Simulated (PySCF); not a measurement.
Cartesian coordinates in Å; atom numbers follow the order of the lines, from 1:
```xyz
20

C    -3.3964    0.7147    0.3838
C    -2.3189   -0.0733   -0.3433
C    -0.9096    0.3068    0.0866
C     0.1659   -0.4802   -0.6380
C     1.5634   -0.0822   -0.2613
O     1.8585    0.8471    0.4497
O     2.4996   -0.8689   -0.8077
Si    4.1336   -0.4579   -0.4714
H    -4.4050    0.4290    0.0493
H    -3.3462    0.5481    1.4718
H    -3.2819    1.7971    0.2129
H    -2.4733   -1.1544   -0.1765
H    -2.4202    0.0765   -1.4331
H    -0.7401    1.3836   -0.0798
H    -0.7957    0.1592    1.1739
H     0.0705   -1.5660   -0.4686
H     0.0856   -0.3576   -1.7330
H     4.4142   -0.5790    0.9833
H     4.8935   -1.4849   -1.2325
H     4.4444    0.9023   -0.9845
```

Geometry: PBE0-D3(BJ)/def2-SVP; GIAO shifts from PySCF, gas phase, non-relativistic, averaged over equivalent atoms.

At PBE0/pcSseg-1 (203 basis functions, 56 s wall time on 1 thread of an Arm Neoverse N1, shared host):
```
      atoms  δ (ppm)
         C5    181.2
         C4     36.6
         C3     29.0
         C2     25.7
         C1     16.5
         O6    455.7
         O7    197.1
        Si8    -34.6
H18/H19/H20     4.78
    H16/H17     2.23
    H14/H15     1.40
    H12/H13     1.11
 H9/H10/H11     1.06
```

Scale: 13C (σ = 184.41 ppm), 29Si (σ = 351.99 ppm), 1H (σ = 31.27 ppm) vs TMS; H2O for 17O (σ = 334.56 ppm) (reference shieldings calculated alike).

Q: Estimate the result of repeating the calculation with CAM-B3LYP/pcSseg-1.

A: 
```csv
atoms,δ at CAM-B3LYP/pcSseg-1,change
C5,185.5,+4.3
C4,37.2,+0.6
C3,29.4,+0.4
C2,25.8,+0.1
C1,16.4,-0.1
O6,461.1,+5.4
O7,198.8,+1.7
Si8,-37.3,-2.7
H18/H19/H20,4.70,-0.08
H16/H17,2.20,-0.03
H14/H15,1.40,+0.00
H12/H13,1.10,-0.01
H9/H10/H11,1.08,+0.02
```

Shifts are taken against calculated references (same method and geometry level): TMS for 13C (σref 182.45), 29Si (σref 343.41), 1H (σref 31.33); 17O (σref 338.55) against H2O.

The largest change is at O6 (carbonyl oxygen). Cost: 203 basis functions, 72 s wall time on 1 thread of an Arm Neoverse N1, shared host. The order of the carbon signals is the same at both levels.

Unscaled 17O shifts of doubly bonded oxygen tend to come out too high, by tens of ppm or more. Experimental scales use liquid or dissolved standards, which lie at an offset from isolated H2O (liquid H2O: subtract about 36 ppm).
